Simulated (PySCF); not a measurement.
## Electronic absorption of C8H8BN3OS

Species: C₈H₈BN₃OS.
Geometry (PBE0-D3(BJ)/def2-SVP, Å), atoms numbered from 1 in this order:
```xyz
22
C8H8BN3OS angstrom
N      3.8324    0.4616   -0.9674
C      3.1652   -0.1903   -0.0057
S      3.9186   -1.1050    1.1412
N      1.7544   -0.0327   -0.0945
N      1.3632    0.4917   -1.2829
C      0.1199    0.6450   -1.5718
C     -0.9926    0.3024   -0.7184
C     -2.3223    0.4639   -1.1441
C     -3.3618    0.1200   -0.2948
C     -3.0889   -0.3869    0.9833
C     -1.7747   -0.5422    1.4031
C     -0.7016   -0.2005    0.5649
B      0.7920   -0.3413    0.9691
O      1.1899   -0.6674    2.2157
H      4.8280    0.3043   -1.0202
H      3.2980    0.8740   -1.7255
H     -0.0768    1.0682   -2.5630
H     -2.5278    0.8582   -2.1429
H     -4.3973    0.2426   -0.6207
H     -3.9122   -0.6595    1.6476
H     -1.5882   -0.9455    2.4042
H      0.4470   -0.7862    2.8151
```

The calculation used TDDFT CAM-B3LYP/def2-SVPD, vertical, gas phase, core orbitals frozen in the response in PySCF.

Q: List the vertical singlet excitations with oscillator strengths and describe the spectrum.

A: 

| state | E (eV) | λ (nm) | ν̃ (cm⁻¹) | f | main configurations (H = HOMO, L = LUMO) |
| --- | --- | --- | --- | --- | --- |
| S1 | 3.27 | 379.4 | 26360 | 0.0005 | H→L (63%), H→L+3 (29%) |
| S2 | 4.21 | 294.2 | 33980 | 0.324 | H-1→L (84%) |
| S3 | 4.72 | 262.8 | 38050 | 0.0084 | H→L+1 (52%), H→L (24%), H→L+3 (15%) |
| S4 | 4.81 | 257.9 | 38770 | 0.033 | H-1→L+1 (47%), H-2→L+1 (23%), H-3→L (18%) |
| S5 | 4.92 | 252.2 | 39660 | 0.104 | H-2→L (65%), H-1→L+1 (12%) |
| S6 | 5.14 | 241.2 | 41460 | 0.0003 | H→L+3 (37%), H→L+1 (34%) |
| S7 | 5.25 | 236.2 | 42340 | 0.043 | H-4→L (16%), H-1→L+1 (13%), H-3→L (11%) |
| S8 | 5.33 | 232.6 | 42990 | 0.023 | H-5→L (31%), H-4→L (20%), H-2→L (12%) |
| S9 | 5.65 | 219.5 | 45550 | 0.081 | H→L+2 (62%), H→L+5 (15%) |
| S10 | 5.79 | 214.3 | 46670 | 0.146 | H-1→L+3 (60%), H-3→L (12%), H-1→L+1 (9%) |

Triplets (Tamm–Dancoff): T1 3.00 eV, H-1→L (39%), H→L (22%), H→L+3 (13%); T2 3.04 eV, H→L (37%), H-1→L (25%), H→L+3 (19%); T3 3.39 eV, H-2→L (51%), H-1→L+3 (18%), H-1→L+1 (11%); T4 4.10 eV, H-3→L+1 (26%), H-2→L+1 (24%), H-2→L (12%).

The lowest singlet comes at 379 nm (315 kJ/mol) in the ultraviolet; it is very weak; its leading configuration is HOMO→LUMO (63%). The strongest level in the table is S2 at 4.21 eV (294 nm, f = 0.324). Löwdin shares by element: HOMO sulfur 75%, carbon 11% or more, oxygen 4%; LUMO carbon 32% or more, nitrogen 14% or more (atoms not listed hold the other 54%). Weighted by f, the mean energy of these states is 4.89 eV. The oscillator strengths of these states sum to 0.762; summed over the whole spectrum of an exact calculation they would give the number of electrons, 106 (Thomas–Reiche–Kuhn). The listed states span 2.52 eV, and the widest gap between neighbours is 0.95 eV (S1 to S2). No computed singlet lies in the visible range (380 to 750 nm); the lowest, at 379 nm, stands 0.01 eV above its violet end (3.26 eV); a Tamm–Dancoff triplet lies at 414 nm, without intensity as long as spin–orbit coupling is left out. Only the lowest 10 singlets were computed, as vertical energies without vibronic structure.

The run took 4.0 min of wall time (with the writing of density and orbital grids) on an Arm Neoverse V1 with one thread, no GPU, shared host with 64 logical CPUs at a one-minute load of 24, and the process peaked at 2.4 GiB of memory.

One conformer stands for the species.
